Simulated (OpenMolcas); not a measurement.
Pd2+ with 6 ligands (fluoride) in octahedral coordination (Oh) at 2.17 Å. A charge of +0.667 e stands 2.4 Å behind each ligand. Ligand basis ANO-RCC-VDZP.

```yaml
Program: OpenMolcas
Method: CASSCF
Basis: ANO-RCC-VDZP [6s5p3d1f]
Scalar_Hamiltonian: DKH2, point nucleus
Active_space: 8 electrons in 5 orbitals (4d)
State_averaging: 2S+1 = 3 even, 10 roots; 2S+1 = 1 even, 15 roots
Spin-orbit_coupling: RASSI with atomic mean-field integrals over the reference wave functions
```

Question: What is the spin-free ground state (labels of O, the rotations of Oh)?

Answer: 3A2, 1-fold in its orbital part, 100 % from free-ion F terms; it has the highest spin that d8 allows.

Question: Where is the first state of the same spin?

Answer: 3T2 at 9720 cm-1 above the ground state.

Question: What are the lowest two levels with spin-orbit coupling?

Answer: A 3-fold level T2, then a 2-fold level E 8756 cm-1 above it. Their leading multiplicities are 3 (100 %) and 3 (93 %).

Question: What is χT at 300 K, and how does it compare with the textbook value?

Answer: The lowest level has 2S+1 = 3, for which the spin-only value is χT = S(S+1) / 2 = 1.000 cm3 K/mol (g = 2). The computed 1.580 at 300 K differs by +0.580, through orbital momentum, spin-orbit coupling and any other state in reach.

Question: Which ligand-field parameters describe the states?

Answer: A least-squares ligand-field fit to the states below 45000 cm-1, each weighted by its degeneracy and with a free common offset, gives 10Dq = 9855 cm-1, B = 887 cm-1 and C = 3537 cm-1 (C/B = 3.99), with an rms deviation of 61 cm-1. The same method and metal basis give the free ion B = 935 cm-1 (fit to its terms below 60000 cm-1, rms deviation 8 cm-1), so the nephelauxetic ratio is β = 887 / 935 = 0.95; it hangs on how both fits weigh the states, and computed free-ion B values tend to be too large, so β mixes covalency with correlation.

Without dynamic correlation the repulsion within the d shell is too large (B by tens of per cent), so at a given field states of lower spin stand too high. Real 4d8 and 5d8 ions are as a rule square planar and diamagnetic. With metal d orbitals alone the field can be off either way by tens of per cent. Ligand-to-metal charge-transfer states are missing. With no ligand orbital active B as a rule stays too high, so bands that hang on it stand too high and its fall with covalency is understated. No measured value stands beside these numbers; the geometry was imposed, not optimised, and the real ion may take another.
